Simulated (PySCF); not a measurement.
## How methods differ on the ionisation energy of Cl+

Cl+ [Ne] 3s2 3p4 [3p1/2^2 3p3/2^2, M_J = 2] → Cl(2+) [Ne] 3s2 3p3 [3p1/2^2 3p3/2^1, M_J = 3/2], as a difference of total energies. Calculation: PySCF 2.14, in x2c-TZVPPall-2c (5s6p3d1f, 45 functions); the two-component X2C-1e Hamiltonian. Correlated levels: [Ne] frozen; the 6 highest virtual spinors dropped. "Screened" scales the spin-orbit matrix elements by Boettger's factors to mimic the two-electron term; Breit and QED terms are absent.

**Question.** Order these methods by the ionisation energy they give, lowest first.
A. GHF (screened spin-orbit)
B. GHF (spin-free)
C. GMP2 (screened spin-orbit)
D. GMP2 (spin-free)

**Answer.** B (22.425 eV), A (22.470 eV), D (23.350 eV), C (23.395 eV).

Errors of the correlated levels include the incompleteness of this basis and the frozen core.

The labels give the starting determinants; with spin-orbit coupling the two ends relaxed to ⟨J²⟩ = 6.01, ⟨L²⟩ = 2.02, ⟨S²⟩ = 2.00 and ⟨J²⟩ = 3.75, ⟨L²⟩ = 0.00, ⟨S²⟩ = 3.75.

For comparison: 23.814 eV (measured; NIST Atomic Spectra Database, ionization energies).
